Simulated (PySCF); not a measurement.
Molecular orbitals of RbS

PBE0 at R = 2.928 Å; basis Rb x2c-TZVPall, S x2c-TZVPall; spin-free X2C with a Gaussian nucleus; PySCF 2.14. State: ²Π (doublet), unpaired electrons π ↑. Only the outer orbitals are listed, counted within each symmetry.

| spin | orbital | occ. | ε (eV) | on Rb (%) | main shells (%) |
| --- | --- | --- | --- | --- | --- |
| α | 10σ | 1 | -34.80 | 100 | 100 Rb s |
| α | 11σ | 1 | -17.85 | 87 | 87 Rb p, 12 S s |
| α | 5π | 1 | -17.80 | 100 | 100 Rb p |
| α | 5π | 1 | -17.77 | 100 | 100 Rb p |
| α | 12σ | 1 | -16.04 | 14 | 86 S s, 13 Rb p |
| α | 6π | 1 | -6.19 | 3 | 97 S p |
| α | 13σ | 1 | -5.12 | 8 | 91 S p |
| α | 6π | 1 | -4.90 | 5 | 94 S p |
| α | 14σ | 0 | -1.33 | 98 | 82 Rb s, 16 Rb p |
| α | 7π | 0 | -0.13 | 100 | 84 Rb p, 16 Rb d |
| α | 7π | 0 | -0.11 | 100 | 82 Rb p, 17 Rb d |
| β | 10σ | 1 | -34.80 | 100 | 100 Rb s |
| β | 5π | 1 | -17.79 | 100 | 100 Rb p |
| β | 5π | 1 | -17.77 | 100 | 100 Rb p |
| β | 11σ | 1 | -17.76 | 95 | 95 Rb p |
| β | 12σ | 1 | -14.76 | 7 | 93 S s |
| β | 13σ | 1 | -4.76 | 10 | 90 S p |
| β | 6π | 1 | -4.55 | 6 | 94 S p |
| β | 6π | 0 | -1.86 | 14 | 86 S p, 9 Rb d |
| β | 14σ | 0 | -1.34 | 97 | 79 Rb s, 18 Rb p |
| β | 7π | 0 | -0.14 | 100 | 82 Rb p, 18 Rb d |

Q: Which are the highest filled and the lowest empty level, where do they sit, and how wide is the gap?

A: Highest filled β 6π at -4.55 eV (in %: 94 S p); lowest empty β 6π at -1.86 eV (in %: 86 S p, 9 Rb d); the gap at PBE0 is 2.69 eV. Both belong to one degenerate shell, split only by its one-sided filling, so this is no excitation gap.

* bond order (Mayer): 0.66
* ⟨S²⟩: 0.755
* charge on Rb (Mulliken, basis-dependent): 0.65
* charge on Rb (Löwdin, basis-dependent): 0.38
* dipole moment (positive dipole means Rb(−)S(+)): -10.20 D
* polarisability along the bond: 77.6 bohr³
* polarisability across the bond: 40.5 bohr³

Spin–orbit coupling is left out. The state was picked by a PBE0 search and need not be the measured ground state.
